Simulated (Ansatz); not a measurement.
`Cl[SiH2][O][GeH3]` + H₂ → `[SiH3][O][GeH3]` + HCl at 500 K and 1 bar (hydrogenolysis of the Si–Cl bond).

Program: Ansatz. Geometries: PBE0-D4/def2-TZVP. ΔE: electronic, gas phase. CBS: MP2 limit from def2 TZ/QZ plus the TZ coupled-cluster correction, frozen cores. This one scheme is used for every species. For Ge outer-core shells are correlated without core-valence functions, which leaves a few kJ/mol of doubt a bond. Scalar relativity is left out up to krypton. One conformer a species, not always the lowest.

| species | CCSD(T)/CBS energy (Eh) | H − E (kJ/mol) | S (J/(mol·K)) |
| --- | --- | --- | --- |
| `Cl[SiH2][O][GeH3]` | -2903.25837 | 169.2 | 432.0 |
| H₂ | -1.17544 | 41.0 | 145.5 |
| `[SiH3][O][GeH3]` | -2444.01593 | 179.6 | 400.6 |
| HCl | -460.38127 | 32.5 | 201.9 |

H − E and S are ideal-gas, rigid-rotor, harmonic terms from PBE0-D4/def2-TZVP, for one conformer and one mirror image of each species. The MP2-based limit puts H₂ 0.8 mEh under its directly extrapolated value; such offsets cancel only in part. 1 Eh = 2625.50 kJ/mol, R = 8.31446 J/(mol·K).

**Question.** By hand: ΔE, ΔH, ΔS and ΔG.

**Answer.** ΔE = (-2444.01593) + (-460.38127) − (-2903.25837) − (-1.17544) = 0.03661 Eh = 96.1 kJ/mol. Δ(H − E) = 179.6 + 32.5 − 169.2 − 41.0 = 1.9, so ΔH = 98.0 kJ/mol. ΔS = 400.6 + 201.9 − 432.0 − 145.5 = 25.0 J/(mol·K). ΔG = 98.0 − 500 × (25.0)/1000 = 85.5 kJ/mol.

**Question.** By hand: the equilibrium constant, and the temperature at which ΔG would vanish if ΔH and ΔS stayed fixed.

**Answer.** log₁₀ K = −ΔG/(RT ln 10) = -8.9. ΔG = 0 at ΔH/ΔS = 3920 K, far beyond where these terms or the molecules hold.

ΔH outweighs TΔS. A doubt of 5 kJ/mol in ΔE shifts log₁₀ K by 0.5 here. Other conformers and mirror images would add mixing entropy, several J/(mol·K) or more a flexible species. Modes under 60 cm⁻¹, often nearly free rotors, make the harmonic entropy too high. These are equilibria of isolated gas molecules and say nothing of rates. Largest T1 diagnostic: 0.012 (customary marks: 0.02 for closed shells, 0.045 for open ones).
